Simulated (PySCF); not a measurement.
A GIAO shielding run with PySCF 2.14 (density fitting, non-relativistic, gas phase) on SMILES [SiH2](CF)N[Si@H](F)N([SiH3])[SiH3], CH12F2N2Si4:

```
$ OMP_NUM_THREADS=1 python probes_run.py task.json out

{"job": {"kind": "nmr", "xc": "PBE0", "basis": "pcSseg-1"}, "charge": 0, "multiplicity": 1}
F      2.937837     1.842186    -1.329177
C      3.569382     1.009874    -0.421567
Si     2.512898    -0.559263    -0.110329
N      0.939446     0.040389     0.250949
Si    -0.405549    -0.862381     0.831483
F     -0.213640    -2.359491     0.272062
N     -1.888021    -0.212695     0.236715
Si    -3.006374    -1.294481    -0.563502
Si    -2.140676     1.510339     0.341468
H      3.724084     1.608893     0.478468
H      4.544704     0.775770    -0.849962
H      3.065348    -1.252176     1.055931
H      2.548985    -1.400314    -1.309308
H      0.748022     0.989707    -0.023745
H     -0.394326    -1.021550     2.277471
H     -4.237705    -0.531334    -0.761409
H     -3.229054    -2.432261     0.327362
H     -2.455711    -1.723905    -1.849879
H     -1.570430     2.184452    -0.830870
H     -1.476159     1.971737     1.562302
H     -3.581982     1.733450     0.415064
```

Hardware: 1 thread of an Arm Neoverse N1, shared host. The job also computes population analyses, field gradients.

**Question.** How large is the calculation?

**Answer.** 106 electrons, 241 basis functions and 1341 auxiliary functions.

**Question.** How long does it take, and how much memory does it need?

**Answer.** 110 s of wall time, with 14 SCF cycles and 4 response iterations; peak memory 1.1 GiB. Times on a shared host scatter by some tens of per cent.
